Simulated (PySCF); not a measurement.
formic acid (CH2O2), singlet, at a GFN2-xTB geometry; PBE0/def2-TZVP, polarisability in PySCF.

The PySCF input:
```python
from pyscf import gto, scf, dft
from pyscf.prop import polarizability

mol = gto.M(
    atom='''
O    -1.016135   -0.435064    0.000080
C    -0.001727    0.412940   -0.007311
O     1.152871    0.114081    0.006617
H    -0.699045   -1.354439    0.018703
H    -0.384483    1.444668   -0.028412
''',
    basis='def2-tzvp',
    charge=0,
    spin=0,
    verbose=4,
)

mf = dft.RKS(mol)
mf.xc = 'pbe0'
mf.kernel()
alpha = mf.Polarizability().polarizability()[2, 2]
print('alpha_zz =', alpha)
```

It wrote (shortened):

```
site-packages/pyscf/prop/efg/rhf.py:45: UserWarning: Module EFG is under testing
  warnings.warn('Module EFG is under testing')
site-packages/pyscf/prop/efg/dhf.py:30: UserWarning: Module EFG is under testing
  warnings.warn('Module EFG is under testing')
site-packages/pyscf/prop/zfs/uhf.py:40: UserWarning: Module ZFS is under testing
  warnings.warn('Module ZFS is under testing')
site-packages/pyscf/prop/gtensor/uhf.py:43: UserWarning: Module g-tensor is under testing
  warnings.warn('Module g-tensor is under testing')
site-packages/pyscf/prop/gtensor/uks.py:41: UserWarning: Module g-tensor is under testing
  warnings.warn('Module g-tensor is under testing')
site-packages/pyscf/prop/hfc/uks.py:35: UserWarning: Module HFC is under testing
  warnings.warn('Module HFC is under testing')
site-packages/pyscf/prop/magnetizability/rhf.py:39: UserWarning: Module magnetizability is under testing
  warnings.warn('Module magnetizability is under testing')
site-packages/pyscf/prop/magnetizability/uhf.py:37: UserWarning: Module magnetizability is under testing
  warnings.warn('Module magnetizability is under testing')
site-packages/pyscf/prop/magnetizability/rks.py:37: UserWarning: Module magnetizability is under testing
  warnings.warn('Module magnetizability is under testing')
site-packages/pyscf/prop/magnetizability/uks.py:39: UserWarning: Module magnetizability is under testing
  warnings.warn('Module magnetizability is under testing')
site-packages/pyscf/prop/polarizability/uhf.py:34: UserWarning: Module polarizability is under testing
  warnings.warn('Module polarizability is under testing')
site-packages/pyscf/prop/polarizability/rks.py:29: UserWarning: Module polarizability is under testing
  warnings.warn('Module polarizability is under testing')
site-packages/pyscf/prop/polarizability/uks.py:29: UserWarning: Module polarizability is under testing
  warnings.warn('Module polarizability is under testing')
PySCF version 2.14.0

[INPUT] verbose = 4
[INPUT] num. atoms = 5
[INPUT] num. electrons = 24
[INPUT] charge = 0
[INPUT] spin (= nelec alpha-beta = 2S) = 0
[INPUT] symmetry False subgroup None
[INPUT] Mole.unit = angstrom
[INPUT] Symbol           X                Y                Z      unit          X                Y                Z       unit  Magmom
[...]
nuclear repulsion = 70.7469408160954
number of shells = 41
number of NR pGTOs = 154
number of NR cGTOs = 105
basis = def2-tzvp
ecp = {}

******** <class 'pyscf.dft.rks.RKS'> ********
method = RKS
initial guess = minao
damping factor = 0
level_shift factor = 0
DIIS = <class 'pyscf.scf.diis.CDIIS'>
diis_start_cycle = 1
diis_space = 8
diis_damp = 0
SCF conv_tol = 1e-09
SCF conv_tol_grad = None
SCF max_cycles = 50
direct_scf = True
direct_scf_tol = 1e-13
XC library pyscf.dft.libxc version 7.1.2
    S. Lehtola, C. Steigemann, M. J. T. Oliveira, and M. A. L. Marques,  SoftwareX 7, 1–5 (2018)
XC functionals = pbe0
    C. Adamo and V. Barone,  J. Chem. Phys. 110, 6158 (1999)
    M. Ernzerhof and G. E. Scuseria,  J. Chem. Phys. 110, 5029 (1999)
radial grids:
    Treutler-Ahlrichs [JCP 102, 346 (1995); DOI:10.1063/1.469408] (M4) radial grids

becke partition: Becke, JCP 88, 2547 (1988); DOI:10.1063/1.454033
pruning grids: <function nwchem_prune>
grids dens level: 3
symmetrized grids: False
atomic radii adjust function: <function treutler_atomic_radii_adjust>
small_rho_cutoff = 0
Set gradient conv threshold to 3.16228e-05
Initial guess from minao.
tot grids = 61904
init E= -190.049477478007
[...]
cycle= 1 E= -189.499297249607  delta_E= 0.55  |g|= 0.882  |ddm|= 1.71
[...]
cycle= 2 E= -189.175651860253  delta_E= 0.324  |g|= 1.59  |ddm|= 1.44
[...]
cycle= 3 E= -189.62687180505  delta_E= -0.451  |g|= 0.267  |ddm|= 1.08
[...]
cycle= 4 E= -189.638892976835  delta_E= -0.012  |g|= 0.0728  |ddm|= 0.159
[...]
cycle= 5 E= -189.63975297628  delta_E= -0.00086  |g|= 0.0128  |ddm|= 0.038
[...]
cycle= 6 E= -189.639786200031  delta_E= -3.32e-05  |g|= 0.00321  |ddm|= 0.00859
[...]
cycle= 7 E= -189.639788201296  delta_E= -2e-06  |g|= 0.000647  |ddm|= 0.00266
[...]
cycle= 8 E= -189.639788290671  delta_E= -8.94e-08  |g|= 7.86e-05  |ddm|= 0.000532
[...]
cycle= 9 E= -189.639788292415  delta_E= -1.74e-09  |g|= 1.54e-05  |ddm|= 0.000104
[...]
cycle= 10 E= -189.639788292471  delta_E= -5.6e-11  |g|= 4e-06  |ddm|= 1.57e-05
[...]
Extra cycle  E= -189.639788292462  delta_E= 9.38e-12  |g|= 8.09e-06  |ddm|= 6.45e-06
converged SCF energy = -189.639788292462
Isotropic polarizability 19.5300050774
Polarizability anisotropy 10.3014568714
alpha_zz = 12.842101348829221
```
